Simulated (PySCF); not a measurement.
# Basis-set dependence of population analyses: `CS[SiH2]Cl`

CH5ClSSi.
Bonds: C1–S2, S2–Si3, Si3–Cl4. Hydrogens: H5, H6, H7 on C1; H8, H9 on Si3.

PBE0 throughout (PySCF), one geometry, spherical d and f functions. The structure is a single PBE0-D3(BJ)/def2-SVP conformer in the gas phase; no vibrational or solvent corrections. Atoms taken as equivalent share a column and are averaged.

Mulliken charges (e):

```tsv
basis	functions	C1	S2	Si3	Cl4	H5/H6/H7	H8/H9
STO-3G	37	-0.319	+0.003	+0.572	-0.339	+0.089	-0.091
6-31G	58	-0.772	-0.040	+0.576	-0.287	+0.223	-0.073
pcSseg-0	58	-0.929	-0.198	+0.644	-0.362	+0.292	-0.015
6-31G*	78	-0.712	-0.091	+0.472	-0.256	+0.225	-0.045
cc-pVDZ	93	-0.214	-0.156	+0.363	-0.216	+0.093	-0.028
def2-SVP	93	-0.204	-0.248	+0.522	-0.254	+0.100	-0.058
aug-cc-pVDZ	149	+0.232	-0.086	+0.117	-0.416	-0.139	+0.286
6-311+G(2d,p)	162	-0.587	-0.007	+0.351	-0.217	+0.180	-0.040
def2-TZVP	172	-0.364	-0.175	+0.336	-0.234	+0.153	-0.011
cc-pVTZ	202	-0.287	-0.156	+0.338	-0.212	+0.121	-0.022
IGLO-III	217	-0.552	-0.244	+0.992	-0.376	+0.169	-0.163
```

IAO charges (e):

```json
{"basis": "STO-3G", "functions": "37", "C1": "-0.490", "S2": "-0.027", "Si3": "+0.602", "Cl4": "-0.288", "H5/H6/H7": "+0.135", "H8/H9": "-0.101"}
{"basis": "6-31G", "functions": "58", "C1": "-0.518", "S2": "-0.139", "Si3": "+0.555", "Cl4": "-0.267", "H5/H6/H7": "+0.172", "H8/H9": "-0.074"}
{"basis": "pcSseg-0", "functions": "58", "C1": "-0.512", "S2": "-0.145", "Si3": "+0.540", "Cl4": "-0.257", "H5/H6/H7": "+0.171", "H8/H9": "-0.070"}
{"basis": "6-31G*", "functions": "78", "C1": "-0.500", "S2": "-0.157", "Si3": "+0.706", "Cl4": "-0.299", "H5/H6/H7": "+0.163", "H8/H9": "-0.119"}
{"basis": "cc-pVDZ", "functions": "93", "C1": "-0.495", "S2": "-0.156", "Si3": "+0.708", "Cl4": "-0.300", "H5/H6/H7": "+0.161", "H8/H9": "-0.120"}
{"basis": "def2-SVP", "functions": "93", "C1": "-0.486", "S2": "-0.157", "Si3": "+0.717", "Cl4": "-0.292", "H5/H6/H7": "+0.157", "H8/H9": "-0.128"}
{"basis": "aug-cc-pVDZ", "functions": "149", "C1": "-0.501", "S2": "-0.163", "Si3": "+0.714", "Cl4": "-0.306", "H5/H6/H7": "+0.164", "H8/H9": "-0.118"}
{"basis": "6-311+G(2d,p)", "functions": "162", "C1": "-0.509", "S2": "-0.161", "Si3": "+0.738", "Cl4": "-0.308", "H5/H6/H7": "+0.165", "H8/H9": "-0.127"}
{"basis": "def2-TZVP", "functions": "172", "C1": "-0.511", "S2": "-0.160", "Si3": "+0.751", "Cl4": "-0.310", "H5/H6/H7": "+0.165", "H8/H9": "-0.132"}
{"basis": "cc-pVTZ", "functions": "202", "C1": "-0.510", "S2": "-0.162", "Si3": "+0.740", "Cl4": "-0.309", "H5/H6/H7": "+0.165", "H8/H9": "-0.127"}
{"basis": "IGLO-III", "functions": "217", "C1": "-0.513", "S2": "-0.156", "Si3": "+0.739", "Cl4": "-0.306", "H5/H6/H7": "+0.165", "H8/H9": "-0.129"}
```

Some averages cover members that differ in this geometry, most widely: H5/H6/H7, IAO in pcSseg-0 +0.162 to +0.190; H5/H6/H7, IAO in 6-31G +0.163 to +0.190 e.

**Question.** Which scheme is steadiest as the basis changes?

**Answer.** Largest range over the bases for any column: IAO 0.21 e, Mulliken 1.16 e. IAO charges move least and Mulliken charges most, counted in e. Without the minimal STO-3G basis the ranges are IAO 0.21, Mulliken 1.16 e.

**Question.** How much do the charges still move between the two largest bases, cc-pVTZ and IGLO-III?

**Answer.** At most, over all atoms: Mulliken 0.654 e, IAO 0.006 e.

**Question.** What do the same runs give for the total energy, the frontier levels and the dipole moment?

**Answer.** 
| basis | energy (Eh) | HOMO (eV) | LUMO (eV) | μ (D) |
| --- | --- | --- | --- | --- |
| STO-3G | -1175.3954 | -3.94 | 4.17 | 3.29 |
| 6-31G | -1188.4419 | -7.27 | -0.48 | 3.90 |
| pcSseg-0 | -1187.1429 | -7.48 | -0.58 | 3.87 |
| 6-31G* | -1188.5424 | -7.17 | -0.31 | 3.11 |
| cc-pVDZ | -1188.6070 | -7.11 | -0.16 | 2.74 |
| def2-SVP | -1188.2111 | -7.12 | -0.08 | 2.68 |
| aug-cc-pVDZ | -1188.6168 | -7.20 | -0.65 | 2.75 |
| 6-311+G(2d,p) | -1188.6506 | -7.20 | -0.64 | 2.70 |
| def2-TZVP | -1188.6590 | -7.19 | -0.40 | 2.61 |
| cc-pVTZ | -1188.6716 | -7.20 | -0.35 | 2.65 |
| IGLO-III | -1188.6488 | -7.11 | -0.36 | 2.43 |

The dipole is fixed by the density alone, so its range of 1.47 D shows that the density itself changes with the basis, not only its division among atoms.
